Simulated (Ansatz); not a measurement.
Calculated with Ansatz (gas phase, PBE0-D4/def2-TZVP geometries, no zero-point term in ΔE). CCSD(T)/CBS adds triple-zeta CCSD(T) − MP2 to the extrapolated MP2 energy (def2 sets, frozen cores). This one scheme is used for every species. DFT in def2-TZVPP. B3LYP here is the variant with VWN-RPA as its local correlation; programs differ in this. For Br outer-core shells are correlated without core-valence functions, which leaves a few kJ/mol of doubt a bond. Scalar relativity is left out up to krypton. One conformer a species, not always the lowest.

Consider the formal exchange of groups at the Si–F bond: `N=C[SiH2]F` + `CBr` → `N=C[SiH2]CBr` + H–F.

```json
{"level": "PBE-D4", "ΔE (kJ/mol)": "127.4", "difference from CCSD(T)/CBS": "-4.2"}
{"level": "B3LYP-D4", "ΔE (kJ/mol)": "139.5", "difference from CCSD(T)/CBS": "7.9"}
{"level": "ωB97M-V", "ΔE (kJ/mol)": "137.0", "difference from CCSD(T)/CBS": "5.4"}
{"level": "B2PLYP", "ΔE (kJ/mol)": "146.7", "difference from CCSD(T)/CBS": "15.1"}
{"level": "PBE", "ΔE (kJ/mol)": "135.8", "difference from CCSD(T)/CBS": "4.2"}
{"level": "r2SCAN", "ΔE (kJ/mol)": "144.2", "difference from CCSD(T)/CBS": "12.6"}
{"level": "B3LYP", "ΔE (kJ/mol)": "153.1", "difference from CCSD(T)/CBS": "21.5"}
{"level": "HF/def2-TZVPP", "ΔE (kJ/mol)": "165.8", "difference from CCSD(T)/CBS": "34.2"}
{"level": "MP2/def2-TZVPP", "ΔE (kJ/mol)": "130.7", "difference from CCSD(T)/CBS": "-0.9"}
{"level": "SCS-MP2/def2-TZVPP", "ΔE (kJ/mol)": "138.9", "difference from CCSD(T)/CBS": "7.3"}
{"level": "CCSD/def2-TZVPP", "ΔE (kJ/mol)": "137.8", "difference from CCSD(T)/CBS": "6.2"}
{"level": "CCSD(T)/def2-TZVPP", "ΔE (kJ/mol)": "133.5", "difference from CCSD(T)/CBS": "1.9"}
{"level": "SCS-MP2/def2-QZVPP", "ΔE (kJ/mol)": "138.6", "difference from CCSD(T)/CBS": "7.0"}
{"level": "HF/CBS(def2)", "ΔE (kJ/mol)": "168.2", "difference from CCSD(T)/CBS": "36.6"}
{"level": "MP2/CBS(def2)", "ΔE (kJ/mol)": "128.8", "difference from CCSD(T)/CBS": "-2.8"}
{"level": "CCSD/CBS(def2)", "ΔE (kJ/mol)": "135.9", "difference from CCSD(T)/CBS": "4.3"}
{"level": "CCSD(T)/CBS", "ΔE (kJ/mol)": "131.6", "difference from CCSD(T)/CBS": "0"}
```

Largest T1 diagnostic among the species: 0.012.

In def2-TZVPP, CCSD(T) changes the Hartree–Fock value by −32.3 kJ/mol (the triples alone add −4.4 kJ/mol) and MP2 by −35.1 kJ/mol. The D4 term adds −13.6 kJ/mol with B3LYP and −7.6 kJ/mol with PBE0; it sums over pairs of atoms, weighted by their polarisabilities, and B3LYP, whose exchange is more repulsive, gets the larger term.
